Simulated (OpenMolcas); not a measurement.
**Exact exchange and the vertical ionisation energy of AlCNClOF**

The species is AlCNClOF (6 atoms), meant as a singlet with charge 0. SMILES: `O=C=[N][Al]([F])[Cl]`. Geometry: relaxed at PBE0-D4/def2-TZVP. This is one conformer, not always the lowest.

The vertical ionisation energy (to the doublet cation) y, in eV, basis cc-pVDZ; a is the functional's share of exact exchange. Programs: OpenMolcas 26.06.

```
functional     program     a  y (eV)
    revPBE  OpenMolcas     0   10.66
      TPSS  OpenMolcas     0   10.75
     B3LYP  OpenMolcas   0.2       ?
      PBE0  OpenMolcas  0.25   11.26
     BHLYP  OpenMolcas   0.5   11.41
```

Q: Fit y = c + s·a to the known rows and predict B3LYP.

A: 
1. Means of the 4 rows: a = 0.1875, y = 11.020.
2. Σ(Δa)² = 0.17188, Σ(Δa·Δy) = 0.255, so the slope is 0.255/0.17188 = 1.4836.
3. Intercept: 11.020 − (1.4836) × 0.1875 = 10.742. The largest residual of the fit is 0.15.
4. B3LYP: 10.742 + (1.4836) × 0.2 = 11.04 eV.

The run gave 11.14 eV, so the prediction is off by -0.10 eV, within the largest residual.
